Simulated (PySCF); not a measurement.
Ta(O)2(OH) (HO3Ta), SMILES [O]=[Ta]([OH])=[O], multiplicity 1.

Geometry optimised at PBE0-D3(BJ)/def2-SVP. The geometry has at least one imaginary mode, so it is a saddle point at that level. The spin state was assumed, not searched. The def2 effective core potentials stand for the cores of Ta; spin–orbit coupling is left out. The values are those of a single conformer.

Calculation: PBE0-D3(BJ)/def2-SVP run with PySCF.

Frequencies are harmonic and unscaled.

| mode | ν (cm⁻¹) | IR (km/mol) | Raman (Å⁴/amu) | depolarisation | moving atoms (share of kinetic energy) |
|---|---|---|---|---|---|
| 1 | 84i | 162.1 | 4.2 | 0.75 | H 94 % |
| 2 | 195 | 43.4 | 2.7 | 0.61 | O 71 %, Ta 15 %, H 14 % |
| 3 | 247 | 12.5 | 2.4 | 0.75 | O 94 % |
| 4 | 341 | 3.8 | 3.2 | 0.73 | O 94 % |
| 5 | 523 | 202.9 | 0.7 | 0.57 | H 70 %, O 29 % |
| 6 | 730 | 74.7 | 6.5 | 0.39 | O 75 %, H 14 %, Ta 10 % |
| 7 | 943 | 217.2 | 10.8 | 0.75 | O 90 %, Ta 10 % |
| 8 | 1003 | 58.2 | 40.2 | 0.03 | O 94 % |
| 9 | 3974 | 264.4 | 121.6 | 0.27 | H 94 % |
